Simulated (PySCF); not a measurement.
Br₃Mo, neutral, multiplicity 4. Atoms are numbered in the order given.

```xyz
4

Mo     0.0000     0.0000     0.0000
Br     2.4092     0.0000     0.0000
Br    -1.2046    -2.0865     0.0000
Br    -1.2046     2.0865     0.0000
```
Charge 0, spin multiplicity 4.

Coordinates come from a B3LYP-D3(BJ)/def2-SVP optimisation. The multiplicity is an assumed one; other spin states were not compared. The def2 effective core potentials stand for the cores of Mo; spin–orbit coupling is left out.

Calculation: TDA-PBE/def2-SVPD (PySCF).

Vertical excitations; the highest root listed may be one member of a degenerate set. 

```
state    energy (eV)  λ (nm)      f                                       main pairs
-------  -----------  ------  -----  -----------------------------------------------
root 1          1.00    1238  0.000           α HOMO→LUMO+1 50 %, α HOMO−1→LUMO 50 %
root 2          1.02    1218  0.000           α HOMO→LUMO 50 %, α HOMO−1→LUMO+1 50 %
root 3          1.24     997  0.000    α HOMO−1→LUMO, α HOMO→LUMO+1 (degenerate set)
root 4          1.24     997  0.000    α HOMO−1→LUMO+1, α HOMO→LUMO (degenerate set)
root 5          1.67     745  0.002                 α HOMO−2→LUMO+1 (degenerate set)
root 6          1.67     745  0.002                   α HOMO−2→LUMO (degenerate set)
root 7          3.23     384  0.010  α HOMO−3→LUMO+1, β HOMO→LUMO+4 (degenerate set)
root 8          3.23     384  0.010    α HOMO−3→LUMO, β HOMO→LUMO+3 (degenerate set)
root 9          3.50     354  0.000                   α HOMO−4→LUMO (degenerate set)
root 10         3.50     354  0.000                 α HOMO−4→LUMO+1 (degenerate set)
```
Unrestricted roots are not spin-pure.
